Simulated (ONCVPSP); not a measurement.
# hafnium, ONCV: configuration errors across variants

| Property | Result |
| --- | --- |
| Element | hafnium |
| Generator | ONCVPSP 4.0.1 |
| Type | optimised norm-conserving Vanderbilt (ONCV) |
| Functional | PW91 |
| Relativity | fully relativistic |
| Frozen core | [Kr] 4d10 4f14 |
| Valence charge | 12 |
| Reference configuration | 5s2 5p6 5d2 6s1 (charge +1) |
| Partial waves | 5s+6s: rc 1.50 bohr, ncon 4, nbas 7, qcut 6.9 1/bohr, 2 projectors; 5p: rc 2.15 bohr, ncon 3, nbas 6, qcut 6.6 1/bohr, 3 projectors, debl 1 Ha; 5d: rc 2.60 bohr, ncon 4, nbas 9, qcut 5.9 1/bohr, 1 projector; f scattering state at 0.21 Ha: rc 2.30 bohr, ncon 4, nbas 7, qcut 5.3 1/bohr, 2 projectors, debl 1.1 Ha |
| Local potential | polynomial inside 1.30 bohr (lpopt 5, dvloc0 0 Ha) |
| Core correction | Teter function, fcfact 2.75, rcfact 1.7 |

Open shells are filled in proportion to 2j + 1.

In the p channel the program set the typed energies aside and used -1.484, 0.250, 1.250 Ha (j = l + 1/2; the other j can differ).

All-electron excitation energies from the reference (eV): (1) 5s2 5p6 5d2 6s2 -8.034; (2) 5s2 5p6 5d2 6s0 14.223; (3) 5s2 5p6 5d1 6s0 36.076; (4) 5s2 5p6 5d2 6s1.5 -4.753.

2 further variants failed, have other tests or too few solved ones, and are left out.

A true bound ghost makes a file unfit for plane-wave use even where its test errors are small: the radial tests pick states by their node count and pass the ghost by.

Errors AE − PS in meV (a dash: test not solved or not reliable):

| change | (1) | (2) | (3) | (4) | bound ghosts | GHOST(+) flags above zero |
| --- | --- | --- | --- | --- | --- | --- |
| base | -0.3 | 0.0 | -61 | -0.2 | f7/2, f5/2 | s, f7/2, f5/2 |
| all radii but the core radius scaled by about 0.90 (s 1.36, p 1.94, d 2.34, f 2.08 bohr); local potential polynomial inside 1.18 bohr (lpopt 5, dvloc0 0 Ha) | -0.3 | +0.5 | -64 | -0.1 | none | s, p3/2, f7/2 |
| all radii but the core radius scaled by about 1.09 (s 1.64, p 2.36, d 2.84, f 2.52 bohr); local potential polynomial inside 1.42 bohr (lpopt 5, dvloc0 0 Ha) | -0.5 | -1.3 | -60 | -0.2 | none | s, f7/2 |
| all radii but the core radius scaled by about 1.14 (s 1.72, p 2.46, d 2.96, f 2.62 bohr); local potential polynomial inside 1.48 bohr (lpopt 5, dvloc0 0 Ha) | -0.6 | -1.9 | -57 | -0.3 | none | s |
| all radii but the core radius scaled by about 1.20 (s 1.80, p 2.58, d 3.12, f 2.76 bohr); local potential polynomial inside 1.56 bohr (lpopt 5, dvloc0 0 Ha) | -0.8 | -2.9 | -54 | -0.3 | none | s |
| all radii but the core radius scaled by about 1.28 (s 1.92, p 2.74, d 3.32, f 2.94 bohr); local potential polynomial inside 1.66 bohr (lpopt 5, dvloc0 0 Ha) | -1.2 | -5.3 | -50 | -0.5 | none | none |
| all radii but the core radius scaled by about 1.33 (s 2.00, p 2.86, d 3.46, f 3.06 bohr); local potential polynomial inside 1.74 bohr (lpopt 5, dvloc0 0 Ha) | -1.7 | -7.8 | -50 | -0.7 | none | s, d3/2 |

(1) Give the same row for: all radii but the core radius scaled by about 0.96 (s 1.44, p 2.06, d 2.50, f 2.20 bohr); local potential polynomial inside 1.24 bohr (lpopt 5, dvloc0 0 Ha).

## Answers

(1) -0.3, +0.3, -62, -0.1; bound ghosts: f5/2; GHOST(+) flags above zero: s, f7/2, f5/2.
